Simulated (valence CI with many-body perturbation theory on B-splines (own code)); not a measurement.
Dy44+: E2, M1 decay

Computed by valence CI with perturbative core correlation (CI+MBPT): four valence electrons over a frozen Dirac-Fock core [Ar], radial functions for each j: 9 s, 9 p, 10 d, 8 f, 5 g, 3 h, 1 i, with the one-electron correlation potential Σ1 (screened to all orders), the two-electron term Σ2, the three-electron term Σ3, Breit, model QED; selected single and double excitations, second order for the rest (own B-spline code, finite nucleus).

No measured spectrum was set against this ion. As an estimate, large intervals hold to a few tenths of a per cent, small ones and those within an open d or f shell to about a per cent. The list stops below the first excitations out of the core. Only levels of the ground parity were solved; by the run's estimate the other parity begins above the list, which can be wrong where configurations are misplaced.

Lines 51 to 100 of 119 in falling wavelength, among levels below 205.53 eV, chosen from the decays that carry over 1 % of a level's rate. Wavelengths and rates use the calculated energies. Electric multipoles are in the length gauge, E1 and E2 with the static RPA response of the core. S is in atomic units (e²a₀⁴ for E2 and M2, e²a₀⁶ for E3), for M1 in squared Bohr magnetons. Weak lines are less certain than strong ones. Lines between different terms over intervals too small for the method are left out, as are lines whose strength nearly cancels. The highest levels of a list are the least certain.

Levels are named by their leading jj configuration (3d3/2^4 stands for four electrons in 3d with j = 3/2), which in mixed levels can hold well under half, so a name can repeat and another be missing. Letters in brackets count levels of one name in rising energy.

```tsv
λ vac (nm)	Upper	Lower	Type	A (s⁻¹)	S (a.u.)
29.56	(3d3/2^2 3d5/2^2) J=4 [b]	(3d3/2^3 3d5/2) J=3	M1	1.11e+05	9.61e-01
29.53	(3d3/2^2 3d5/2^2) J=6	(3d3/2^3 3d5/2) J=4	E2	1.14e+01	2.98e-04
29.45	(3d3/2^2 3d5/2^2) J=3 [b]	(3d3/2^3 3d5/2) J=3	M1	6.91e+04	4.58e-01
29.42	(3d3/2^2 3d5/2^2) J=0 [a]	(3d3/2^3 3d5/2) J=1	M1	1.60e+06	1.51e+00
29.34	(3d3/2 3d5/2^3) J=3 [a]	(3d3/2^2 3d5/2^2) J=3 [a]	M1	5.73e+05	3.76e+00
29.29	(3d3/2 3d5/2^3) J=2 [a]	(3d3/2^2 3d5/2^2) J=2 [b]	M1	2.95e+05	1.38e+00
28.94	(3d3/2 3d5/2^3) J=4 [b]	(3d3/2^2 3d5/2^2) J=4 [c]	M1	2.69e+05	2.17e+00
28.60	(3d3/2 3d5/2^3) J=4 [a]	(3d3/2^2 3d5/2^2) J=4 [a]	M1	9.42e+05	7.36e+00
28.56	(3d3/2^2 3d5/2^2) J=2 [b]	(3d3/2^3 3d5/2) J=3	M1	2.60e+03	1.12e-02
28.53	(3d3/2 3d5/2^3) J=5	(3d3/2^2 3d5/2^2) J=5	M1	2.11e+05	2.00e+00
28.41	(3d3/2 3d5/2^3) J=2 [a]	(3d3/2^2 3d5/2^2) J=3 [b]	M1	3.76e+05	1.60e+00
28.32	(3d3/2^2 3d5/2^2) J=2 [a]	(3d3/2^3 3d5/2) J=1	M1	8.50e+05	3.58e+00
28.16	(3d5/2^4) J=4	(3d3/2 3d5/2^3) J=5	M1	2.68e+05	2.00e+00
28.14	(3d3/2 3d5/2^3) J=3 [b]	(3d3/2^2 3d5/2^2) J=2 [b]	M1	1.65e+05	9.56e-01
28.02	(3d3/2 3d5/2^3) J=6	(3d3/2^2 3d5/2^2) J=5	M1	3.45e+05	3.65e+00
27.63	(3d3/2 3d5/2^3) J=3 [a]	(3d3/2^2 3d5/2^2) J=2 [a]	M1	8.54e+05	4.67e+00
27.59	(3d5/2^4) J=2	(3d3/2 3d5/2^3) J=3 [b]	M1	1.88e+05	7.31e-01
27.33	(3d3/2 3d5/2^3) J=3 [b]	(3d3/2^2 3d5/2^2) J=3 [b]	M1	3.57e+05	1.89e+00
27.29	(3d3/2^2 3d5/2^2) J=3 [b]	(3d3/2^3 3d5/2) J=2	M1	1.64e+04	8.67e-02
27.23	(3d3/2 3d5/2^3) J=3 [b]	(3d3/2^2 3d5/2^2) J=4 [b]	M1	1.25e+05	6.54e-01
26.95	(3d3/2 3d5/2^3) J=3 [c]	(3d3/2^2 3d5/2^2) J=2 [c]	M1	2.40e+05	1.22e+00
26.68	(3d3/2^2 3d5/2^2) J=4 [b]	(3d3/2^3 3d5/2) J=4	M1	3.14e+03	1.99e-02
26.66	(3d3/2 3d5/2^3) J=1 [b]	(3d3/2^2 3d5/2^2) J=2 [c]	M1	3.41e+05	7.20e-01
26.59	(3d3/2^2 3d5/2^2) J=3 [b]	(3d3/2^3 3d5/2) J=4	M1	3.47e+05	1.69e+00
26.57	(3d5/2^4) J=2	(3d3/2 3d5/2^3) J=2 [a]	M1	5.53e+05	1.92e+00
26.53	(3d3/2^2 3d5/2^2) J=2 [b]	(3d3/2^3 3d5/2) J=2	M1	1.23e+05	4.26e-01
26.15	(3d3/2 3d5/2^3) J=2 [a]	(3d3/2^2 3d5/2^2) J=1	M1	1.86e+05	6.17e-01
25.39	(3d5/2^4) J=4	(3d3/2 3d5/2^3) J=3 [a]	M1	6.66e+05	3.64e+00
25.39	(3d3/2 3d5/2^3) J=5	(3d3/2^2 3d5/2^2) J=4 [a]	M1	1.23e+05	8.20e-01
25.17	(3d3/2 3d5/2^3) J=1 [a]	(3d3/2^2 3d5/2^2) J=2 [a]	M1	7.72e+05	1.37e+00
25.04	(3d5/2^4) J=4	(3d3/2 3d5/2^3) J=4 [a]	M1	9.91e+05	5.19e+00
24.48	(3d3/2 3d5/2^3) J=2 [b]	(3d3/2^2 3d5/2^2) J=2 [c]	M1	3.41e+05	9.27e-01
24.36	(3d3/2 3d5/2^3) J=1 [a]	(3d3/2^2 3d5/2^2) J=0 [a]	M1	7.38e+05	1.19e+00
22.95	(3d3/2^2 3d5/2^2) J=2 [c]	(3d3/2^3 3d5/2) J=3	M1	7.12e+05	1.59e+00
22.88	(3d5/2^4) J=0	(3d3/2 3d5/2^3) J=1 [b]	M1	2.00e+06	8.90e-01
22.77	(3d3/2 3d5/2^3) J=2 [a]	(3d3/2^2 3d5/2^2) J=3 [a]	M1	3.68e+05	8.04e-01
22.76	(3d5/2^4) J=2	(3d3/2 3d5/2^3) J=1 [a]	M1	7.68e+05	1.68e+00
22.07	(3d3/2 3d5/2^3) J=3 [b]	(3d3/2^2 3d5/2^2) J=3 [a]	M1	9.57e+04	2.67e-01
21.71	(3d3/2 3d5/2^3) J=1 [b]	(3d3/2^2 3d5/2^2) J=2 [b]	M1	2.48e+04	2.82e-02
21.62	(3d3/2^2 3d5/2^2) J=2 [c]	(3d3/2^3 3d5/2) J=2	M1	1.99e+05	3.73e-01
21.39	(3d3/2 3d5/2^3) J=3 [b]	(3d3/2^2 3d5/2^2) J=4 [a]	M1	1.27e+05	3.23e-01
21.34	(3d3/2 3d5/2^3) J=3 [c]	(3d3/2^2 3d5/2^2) J=4 [b]	M1	3.85e+04	9.72e-02
21.30	(3d3/2 3d5/2^3) J=0	(3d3/2^2 3d5/2^2) J=1	M1	4.95e+05	1.77e-01
21.30	(3d3/2^2 3d5/2^2) J=4 [c]	(3d3/2^3 3d5/2) J=3	M1	2.28e+05	7.35e-01
21.19	(3d3/2^2 3d5/2^2) J=2 [b]	(3d3/2^3 3d5/2) J=1	M1	4.44e+04	7.84e-02
21.09	(3d3/2 3d5/2^3) J=3 [b]	(3d3/2^2 3d5/2^2) J=2 [a]	M1	2.80e+04	6.81e-02
21.07	(3d5/2^4) J=2	(3d3/2 3d5/2^3) J=3 [a]	M1	5.20e+05	9.02e-01
21.03	(3d3/2 3d5/2^3) J=4 [b]	(3d3/2^2 3d5/2^2) J=3 [b]	M1	2.66e+05	8.26e-01
20.24	(3d3/2 3d5/2^3) J=2 [b]	(3d3/2^2 3d5/2^2) J=2 [b]	M1	3.16e+04	4.86e-02
19.93	(3d3/2 3d5/2^3) J=1 [b]	(3d3/2^2 3d5/2^2) J=1	M1	1.83e+05	1.61e-01
```
